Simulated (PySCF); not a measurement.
An unknown is described by computed data only.

Elements present: C, F, H and O. Monoisotopic mass: 216.0210 u.

| Item | Value |
| --- | --- |
| UV, strongest line | among the 10 lowest singlet transitions: S2 at 5.27 eV (235 nm, f = 0.268) [TDDFT B3LYP/def2-SVPD] |
| Polarisability | 93.6 au [B3LYP/def2-SVPD] |
| UV, first state | lowest singlet excitation: 3.74 eV (331 nm, f = 0.000) [TDDFT B3LYP/def2-SVPD] |
| Dipole | 2.50 D [B3LYP/def2-SVPD] |
| Rotational structure | rotational constants A, B, C: 1.018, 0.478, 0.369 GHz [PBE0-D3(BJ)/def2-SVP] |
| 13C NMR | chemical shifts (computed TMS as zero) by class: 198.1 (1 C), 152.7 (1 C), 151.7 (1 C), 126.1 (1 C), 111.5 (1 C), 34.7 (1 C), 19.7 (1 C) ppm [GIAO PBE0/pcSseg-1] |
| NMR, other nuclei | isotropic shieldings of nuclei other than C and H, by class: -297 (1 O), 171 (1 O), 243 (3 F), 314 (2 F) ppm [GIAO PBE0/pcSseg-1] |

The electronic properties come from PySCF, for the isolated species, density fitting. Levels stand in brackets. NMR shifts are as computed; neighbouring signals can stand in another order in a measured spectrum. Geometry: PBE0-D3(BJ)/def2-SVP, one conformer, isolated molecule. NMR values are class means; diastereotopic atoms form classes of their own.

**Question.** Which formula fits the mass and the elements?

**Answer.** C7H5F5O2 (calculated 216.0210). No other formula that holds each of these elements comes within 0.0003 u with a fitting electron parity and a possible valence count.

**Question.** Give a SMILES that accounts for the data.

**Answer.** Numbering: `[O:1]=[C:2]1[CH2:3][CH2:4][C:5]([CH:6]([F:7])[F:8])=[C:9]1[O:10][C:11]([F:12])([F:13])[F:14]`. Its formula, C7H5F5O2, gives 3 degrees of unsaturation: 1 ring and 2 π bonds in the structure found. 7 carbons fall into 7 classes; from least to most shielded: ketone carbonyl carbon [C2] (198.1 ppm), fully substituted alkene carbon [C5] (152.7 ppm), vinylic carbon bearing oxygen [C9] (151.7 ppm), CF3 carbon [C11] (126.1 ppm), CHF2 carbon [C6] (111.5 ppm), sp3 carbon next to a carbonyl [C3] (34.7 ppm), allylic carbon [C4] (19.7 ppm). The other shieldings belong to: -297 ppm, ketone oxygen [O1]; 171 ppm, ether oxygen [O10]; 243 ppm, fluorine of a CF3 group [F12/F13/F14]; 314 ppm, fluorine of a CF2 group [F7/F8]. S1 is mainly HOMO→LUMO (weight 0.98); the largest Löwdin shares of the orbital it empties are 0.59 on the ketone oxygen, 0.11 on the ketone carbonyl carbon, 0.10 on the sp3 carbon next to a carbonyl and 0.08 on the vinylic carbon bearing oxygen, of the orbital it fills 0.24 on the fully substituted alkene carbon, 0.20 on the ketone carbonyl carbon, 0.20 on the ketone oxygen and 0.14 on the vinylic carbon bearing oxygen. By its constants the optimised geometry is an asymmetric top. Structure: `O=C1CCC(C(F)F)=C1OC(F)(F)F`. The assignments are read from this structure; whether some other isomer fits the data as well wasn't checked.

Shape of the structure used: `[O:1]=[C:2]1[CH2:3][CH2:4][C:5]([CH:6]([F:7])[F:8])=[C:9]1[O:10][C:11]([F:12])([F:13])[F:14]`: C4–C5–C6–F7 59°, C5–C9–O10–C11 179°, C9–O10–C11–F12 -179°.
